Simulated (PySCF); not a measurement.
Ga(Cl)2(NH2) (Cl₂GaH₂N), SMILES [NH2][Ga]([Cl])[Cl]. Atoms are numbered in the order given.

```xyz
6

Ga     0.0000     0.0000    -0.2664
Cl     0.0000    -1.8365     0.8194
Cl     0.0000     1.8365     0.8194
N      0.0000     0.0000    -2.0546
H      0.0000     0.8460    -2.6095
H      0.0000    -0.8460    -2.6095
```

Geometry optimised at PBE0-D3(BJ)/def2-SVP. The structure was generated by enumeration; whether it is a known compound was not checked. Other conformers were not sampled.

Level of theory: r2SCAN/def2-TZVP (PySCF).

ESP charges are fitted to the potential on shells at 1.4 to 2.0 van der Waals radii. Atomic charges (e):

| atom | IAO | ESP fit |
|---|---|---|
| Ga1 | 0.85 | 0.66 |
| Cl2 | -0.30 | -0.23 |
| Cl3 | -0.30 | -0.23 |
| N4 | -0.82 | -0.95 |
| H5 | 0.29 | 0.38 |
| H6 | 0.29 | 0.38 |
